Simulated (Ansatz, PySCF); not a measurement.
C3H, SMILES [CH+][C][C] (connectivity only; charge and spin as stated), charge +1, multiplicity 1. Atoms are numbered in the order given.

```xyz
4

H      0.0000     0.0000    -2.2248
C      0.0000     0.0000    -1.1417
C      0.0000     0.0000     0.0866
C      0.0000     0.0000     1.4259
```
Charge +1, spin multiplicity 1.

Geometry: PBE0-D3(BJ)/def2-TZVP.

Vertical ionisation energy (IE) and electron affinity (EA) in eV. Rows of orbital energies are one-electron estimates. Where ΔSCF, EOM or ADC give a negative EA the extra electron is unbound and the value depends on the basis.

| level | IE | EA |
|---|---|---|
| −ε(HOMO), −ε(LUMO), ωB97X/def2-TZVPD (PySCF) | 19.67 | 9.55 |
| −ε(HOMO), −ε(LUMO), PBE/def2-TZVPD (PySCF) | 15.16 | 12.92 |
| ADC(2)/aug-cc-pVDZ (PySCF) | ___ | ___ |

Question: Complete the blanks. (An estimate is asked for; the answer gives what the named calculation found.)

Answer: 
- ADC(2)/aug-cc-pVDZ (PySCF), IE: 19.17
- ADC(2)/aug-cc-pVDZ (PySCF), EA: 9.36

Question: What vertical singlet–triplet gap does ΔSCF give with PBE0/def2-TZVPD (Ansatz, a quantum-chemistry and plane-wave program) and with PBE/def2-TZVPD (Ansatz)? (The exact figures need the calculation; the answer reports its results.)

Answer: 1.40 and 1.55 eV (triplet above singlet where positive).

Computed lowest 1s main lines (those of the lightest heavy element) from CVS-ADC(2)-x/aug-cc-pVDZ (PySCF, non-relativistic), with pole strengths:
300.6 eV (1.52), 303.0 eV (1.41), 304.9 eV (1.22).

Question: Beyond the first one, list the lowest photoelectron lines from ADC(2)/aug-cc-pVDZ in PySCF with their pole strengths (two spins summed). (Estimate from the structure and the level; the computed values follow.)

Answer: 20.75 eV (1.79), 20.75 eV (1.79), 25.58 eV (1.66), 30.62 eV (1.62).
